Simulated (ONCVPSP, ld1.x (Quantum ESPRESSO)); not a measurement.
## Potentials for Cl (Z = 17) compared

Generated with ld1.x 7.5 (TM, RRKJ, ultrasoft, PAW), atompaw 4.2 or ONCVPSP 4.0.1. The cutoff is in Ry: for ld1.x and atompaw files where the sum of valence levels is converged to 10 mRy in a Bessel basis, for ONCV files where the hardest occupied wave has 1 mHa per electron of residual kinetic energy. The error is the largest all-electron minus pseudo excitation energy over each file’s own four to seven test configurations (ionisations up to +4, promotions, holes and added fractions of an electron), all of which were solved. The labels leave out finer settings (local radius, basis sizes, second energies), which also bear on the numbers. Spin-polarised tests are not counted. The rows are a selection from randomly drawn settings: files with unsolved tests, undetermined cutoffs or missed reference levels are left out.

A true bound ghost makes a file unfit for plane-wave use even where its test errors are small: the radial tests pick states by their node count and pass the ghost by.

| potential | cutoff (Ry) | largest error (meV) | bound ghosts |
| --- | --- | --- | --- |
| ultrasoft, PBE, scalar-relativistic, rc 1.45/1.70 (sp), local smoothed, core correction yes, reference 3s2 3p5 | 21 | +111 | none |
| ONCV, PBE, scalar-relativistic, rc 1.45/1.10/1.55 (spd), local smoothed, core correction no, reference 3s2 3p5, qcut 4.5/8.9/6.8, projectors 2/2/2 | 108 | +131 | none |
| ultrasoft, PW91, scalar-relativistic, rc 1.40/1.34 (sp), local smoothed, core correction no, reference 3s2 3p5 | 21 | +116 | none |
| ONCV, PBE, scalar-relativistic, rc 1.35/1.00 (sp), local smoothed, core correction yes, reference 3s2 3p4.5, qcut 5.3/9.3, projectors 2/3 | 436 | +4.7 | p |
| TM, PBE, non-relativistic, rc 1.10/1.15/0.95 (spd), local d, core correction no, reference 3s2 3p5 | 80 | +98 | s |
| TM, PBEsol, scalar-relativistic, rc 1.10/1.30/1.15 (spd), local p, core correction no, reference 3s2 3p3 | 60 | +112 | none |
| ONCV, Wu-Cohen, scalar-relativistic, rc 1.32/1.44/1.50 (spd), local smoothed, core correction yes, reference 3s2 3p5, qcut 6.7/8.2/7.9, projectors 2/3/1 | 33 | +156 | none |

Task: Fill in the row for Cl: RRKJ, PW91, scalar-relativistic, rc 1.15/1.25/1.30 (spd), local p, core correction yes, reference 3s2 3p4.

Result: cutoff 35 Ry, largest error +134 meV, bound ghosts: none.
